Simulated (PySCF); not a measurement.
**Electron correlation in Te⁺ (tellurium, charge +1)**

[Kr] 4d10 5s2 5p3, high-spin 4S determinant. Computed with PySCF 2.14 in x2c-SVPall (6s5p3d, 36 functions), with the spin-free X2C one-electron Hamiltonian (Gaussian nucleus). Frozen: [Kr] 4d10; 5 electrons correlated.

MP2 pair energies summed by pair of shells (mhartree):

```json
{"pair": "5s-5p", "energy": "-29.00", "share (%)": "65.3"}
{"pair": "5p-5p", "energy": "-10.55", "share (%)": "23.8"}
{"pair": "5s-5s", "energy": "-4.85", "share (%)": "10.9"}
```

Total MP2 correlation energy: -44.40 mhartree.

Same-spin part -12.11 and opposite-spin part -32.29 mhartree; SCS-MP2 scales them by 1/3 and 6/5 to -42.78 mhartree.

| level | correlation energy (mhartree) |
| --- | --- |
| CCSD | -56.81 |
| (T) | -0.51 |
| CCSD(T) | -57.32 |

Diagnostics: T1 = 0.0028, D1 = 0.0045, largest double amplitude 0.059.

Cost of the coupled-cluster step: 0.13 s of wall time on 1 thread of Neoverse-V1 (shared host), for 5 correlated electrons.

Iterations:

```
CC2 = 0
CCSD nocc = (np.int64(4), np.int64(1)), nmo = (13, 13)
frozen orbitals [[0, 1, 2, 3, 4, 5, 6, 7, 8, 9, 10, 11, 12, 13, 14, 15, 16, 17, 18, 19, 20, 21, 22], [0, 1, 2, 3, 4, 5, 6, 7, 8, 9, 10, 11, 12, 13, 14, 15, 16, 17, 18, 19, 20, 21, 22]]
max_cycle = 100
direct = 0
conv_tol = 1e-08
conv_tol_normt = 1e-06
diis_space = 8
diis_start_cycle = 0
Init t2, MP2 energy = -0.0443961906086981
Init E_corr(UCCSD) = -0.0443961906135299
cycle = 1  E_corr(UCCSD) = -0.0539480743946671  dE = -0.00955188378  norm(t1,t2) = 0.0377062
cycle = 2  E_corr(UCCSD) = -0.0560709715492443  dE = -0.00212289715  norm(t1,t2) = 0.0101686
cycle = 3  E_corr(UCCSD) = -0.05682265166758  dE = -0.000751680118  norm(t1,t2) = 0.00328988
cycle = 4  E_corr(UCCSD) = -0.0568121456125745  dE = 1.0506055e-05  norm(t1,t2) = 0.000382999
cycle = 5  E_corr(UCCSD) = -0.0568131481369084  dE = -1.00252433e-06  norm(t1,t2) = 3.87496e-05
cycle = 6  E_corr(UCCSD) = -0.0568127018704885  dE = 4.4626642e-07  norm(t1,t2) = 7.86984e-06
cycle = 7  E_corr(UCCSD) = -0.0568129277697211  dE = -2.25899233e-07  norm(t1,t2) = 1.05019e-06
cycle = 8  E_corr(UCCSD) = -0.0568128796666438  dE = 4.81030773e-08  norm(t1,t2) = 1.72153e-07
cycle = 9  E_corr(UCCSD) = -0.0568128831728631  dE = -3.50621929e-09  norm(t1,t2) = 2.37963e-08
UCCSD converged
E(UCCSD) = -6789.895725809933  E_corr = -0.05681288317286309
UCCSD(T) correction = -0.000513020358426182
```
